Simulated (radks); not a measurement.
Problem. All-electron atom: Ni4+ in [Ar] 3d6 (the NIST ground configuration). Calculated with a radial shooting solver on a logarithmic mesh with Libxc functionals: non-relativistic Kohn-Sham, AM05, spin-polarised, spherical densities, point nucleus; open shells are filled with parallel spins first. Some entries of the table are withheld. Estimate them.

| orbital | occ. | eigenvalue (eV) | <r> (bohr) | <r^2> (bohr^2) |
|---|---|---|---|---|
| 1s up | 1 | -8170.399 | 0.05490 | 0.004040 |
| 1s down | 1 | -8170.379 | 0.05490 | 0.004040 |
| 2s up | 1 | -1026.901 | 0.2489 | 0.07301 |
| 2s down | 1 | -1023.990 | 0.2484 | 0.07273 |
| 2p up | 3 | -905.0395 | 0.2171 | 0.05777 |
| 2p down | 3 | -902.8745 | 0.2166 | 0.05749 |
| 3s up | 1 | -171.4727 | 0.7372 | 0.6252 |
| 3s down | 1 | -166.3212 | 0.7406 | 0.6313 |
| 3p up | 3 | -133.9687 | 0.7594 | 0.6755 |
| 3p down | 3 | -128.8559 | 0.7648 | 0.6859 |
| 3d up | 5 | -70.8825 | (1) | 0.8485 |
| 3d down | 1 | -65.8022 | (2) | 0.8978 |

Solution. 
(1) 3d up <r> (bohr): 0.8278
(2) 3d down <r> (bohr): 0.8487
